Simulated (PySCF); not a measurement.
**Ionising Sn2**

UHF; basis Sn cc-pVDZ-PP with ECP28; scalar-relativistic core potentials; PySCF 2.14. Neutral (UHF): triplet (π ↑↑), Re = 2.730 Å, ωe = 216 cm⁻¹, De = 0.81 eV, HOMO -6.77 eV, LUMO -0.15 eV.

Sn₂⁺ (UHF): quartet (σ ↑, π ↑↑), Re = 2.780 Å, ωe = 186 cm⁻¹, De = 1.52 eV to Sn⁺ + Sn. The energies at the minima are -426.69946 hartree for Sn2 and -426.47342 for Sn₂⁺.

Q: Work out the adiabatic ionisation energy, without and with harmonic zero-point energies (1 hartree = 27.2114 eV, 1 eV = 8065.5 cm⁻¹), and the change of the bond length.

A: At UHF: 0.22604 hartree = 6.151 eV between the minima; the zero-point term (186.0 − 216.0)/2 cm⁻¹ = -0.002 eV makes it 6.149 eV. Re changes by +5.0 pm against the neutral. The electron leaves a σ orbital, and the longer bond of the ion fits a bonding orbital, or a change in how ionic the bond is.

These are scalar-relativistic numbers at best; spin–orbit coupling would shift them, the dissociation energy most. Hartree–Fock leaves out correlation, which carries a large part of most bond energies and some tenths to 1 eV of ionisation energies. States were picked by a PBE0 search and need not be the measured ground states.
